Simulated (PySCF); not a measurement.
Ligand exchange on a metal centre used in film growth or etching (Zn OH-CH3). Gas-phase values, no solvent. One relaxed conformer stands for each flexible species; it need not be the lowest.

The HOMO from two functionals at the same geometries (PBE-D3(BJ)/def2-SVP), both in PySCF: PBE-D3(BJ)/def2-TZVP and B3LYP-D3(BJ)/def2-TZVP. B3LYP has the VWN-RPA correlation part, as in Gaussian. 

```
species                                 B3LYP-D3(BJ)/def2-TZVP (eV)
--------------------------------------  ---------------------------
0 of 2 OH replaced by CH3 ([Zn(OH)2])                         -8.16
1 of 2 OH replaced by CH3                                     -7.72
2 of 2 OH replaced by CH3 ([Zn(CH3)2])                        -6.95
```

**Question.** What does PBE-D3(BJ)/def2-TZVP give for each?

**Answer.** 
- 0 of 2 OH replaced by CH3 ([Zn(OH)2]): -6.76
- 1 of 2 OH replaced by CH3: -6.36
- 2 of 2 OH replaced by CH3 ([Zn(CH3)2]): -6.04
Over these rows, drawn at random from the members with no instability flagged (it was tested for open shells, ions and some series alone), PBE minus B3LYP-D3(BJ): mean +1.22 eV, from +0.91 eV to +1.40 eV.
